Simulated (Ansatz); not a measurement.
Job for Ansatz (a first-principles code): R-PBE0/def2-TZVPPD on H6O2Si (a complex), monomers drawn apart or pushed together. Files ending in .json are basis or fitting sets from the Basis Set Exchange.

Ansatz 0.2 input:
```yaml
crystal:
  periodic: [false, false, false]
  atoms:
    - {symbol: O, position_ang: [0.25536175, -0.53033593, 0.32901628]}
    - {symbol: H, position_ang: [-0.44668994, -0.95934262, -0.17215458]}
    - {symbol: H, position_ang: [0.69917444, 0.06262352, -0.28711103]}
    - {symbol: O, position_ang: [-0.72297550, 0.90205543, 3.39639481]}
    - {symbol: Si, position_ang: [-0.12676284, 0.39568528, 4.83930669]}
    - {symbol: H, position_ang: [-0.41084550, 0.46518934, 2.58569306]}
    - {symbol: H, position_ang: [-0.42644322, -1.03651278, 5.10185312]}
    - {symbol: H, position_ang: [-0.77406158, 1.22244292, 5.88074661]}
    - {symbol: H, position_ang: [1.34706721, 0.56656604, 4.93184721]}
basis:
  gaussian:
    orbitals: def2-TZVPPD.json
hamiltonian:
  xc: {name: PBE0}
scf: {lower_state_search: off}
```

Program output:

```
WARN ansatz: RAYON_NUM_THREADS=1 ignored (pool sized by the plan → 1); use --threads N
Functional definition: PBE0
these checks for a lower state are left out or cut short: stability, starts, cluster_reference, orbital_swaps, neighbouring_geometries, increment
integrals: 0.12 GiB planned
1044 factors; their error is unknown
mean field: 1.09 GiB planned
mean field evaluation 1: about -12057.0743 eV, gradient 7.1e1 eV
mean field evaluation 2: about -12042.1708 eV, gradient 1.1e2 eV
mean field evaluation 4: about -12064.9038 eV, gradient 4.9e0 eV
mean field evaluation 8: about -12064.9414 eV, gradient 2.7e-2 eV
mean field evaluation 16: about -12064.9689 eV, gradient 2.8e-6 eV
mean field -12064.96889743 eV, -443.3794290511 hartree, gradient 2.8e-6 eV, S^2 0.000000; 0 other end points of the search recorded, 0 dependent functions left out
reference -12064.96894171 eV, -443.3794306780 hartree; 18, 18 occupied and 212, 212 virtual orbitals, 1044 factors
Total energy: -12064.96894171 eV, -443.3794306780 hartree
Checks for a lower state left out: stability, starts, cluster_reference, orbital_swaps, neighbouring_geometries, increment
```

The run converged.

Cost: roughly 4 core-seconds.
